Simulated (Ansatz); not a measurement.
Input for Ansatz (a first-principles code): R-PBE/def2-TZVPPD on CH5ClO (a complex), monomers drawn apart or pushed together. Files ending in .json are basis or fitting sets from the Basis Set Exchange.

Ansatz 0.2 input:
```yaml
crystal:
  periodic: [false, false, false]
  atoms:
    - {symbol: Cl, position_ang: [0.66261912, -0.26535882, 0.25137751]}
    - {symbol: H, position_ang: [-0.00026337, -0.38571534, 1.37779825]}
    - {symbol: C, position_ang: [-0.24417345, 0.19516633, 5.27889483]}
    - {symbol: O, position_ang: [-1.17295346, -0.33516428, 4.32710944]}
    - {symbol: H, position_ang: [0.02505551, 1.22816412, 5.04486592]}
    - {symbol: H, position_ang: [0.64820169, -0.42366027, 5.21755223]}
    - {symbol: H, position_ang: [-0.64760915, 0.13917986, 6.29242637]}
    - {symbol: H, position_ang: [-1.97794000, 0.19406892, 4.33773916]}
basis:
  gaussian:
    orbitals: def2-TZVPPD.json
hamiltonian:
  xc: {name: PBE}
scf: {lower_state_search: off}
```

Task: Give the final energy of this run.

Result: -576.2661 hartree.
